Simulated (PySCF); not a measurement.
NMR data simulated for an unnamed compound:

$^{1}$H NMR (600 MHz, computed): δ 4.06 (m, 1H), 3.89 (m, 1H), 1.96 (m, 1H), 1.80 (m, 1H), 1.75 (m, 1H), 1.59 (m, 1H), 1.42 (m, 1H), 1.10 (m, 1H), 1.08 (m, 3H), 1.01 (d, 3H), 0.93 (m, 1H), 0.63 (m, 1H).

$^{13}$C{$^{1}$H} NMR (computed): δ 40.9 (CH2), 38.7 (CH), 25.1 (CH), 20.8 (CH2), 19.3 (CH3), 16.3 (CH3), 10.5 (CH2).

PySCF calculation with shieldings: GIAO PBE0/pcSseg-1 and geometry from GFN2-xTB; relativity neglected, one computed conformer, no solvent model, one averaged value for each set of equivalent atoms.

Chemical shifts δ = σref − σ; TMS for $^{1}$H (σref 31.72) and $^{13}$C (σref 186.93), all at this level.

Q: Which of these does the molecule contain: a vinyl group CH=CH2, an amide, an ester, a Si–H bond?

A: 
- A vinyl group CH=CH2: no.
- An amide: no.
- An ester: no.
- A Si–H bond: yes (δH 3.89 (m), 4.06 (m)).

The data belong to SMILES C[C@@H]1CCC[SiH2][C@@H]1C, C$_{7}$H$_{16}$Si; they needn't prove each group on their own.

Carbon signals by region: 7 below 50 ppm.

Shifts are as computed. Against solution values, carbons near 30 ppm lie about +3 ppm off and those near 130 ppm about +5 ppm. Of 1211 compounds with measured shifts, 218 miss one by over three times the rms of a fit or turn the order of signals round; such compounds aren't used in these exercises. Multiplicities follow the n + 1 count of equivalent neighbours, as no J values were calculated; m marks all less simple cases, F and P coupling included.
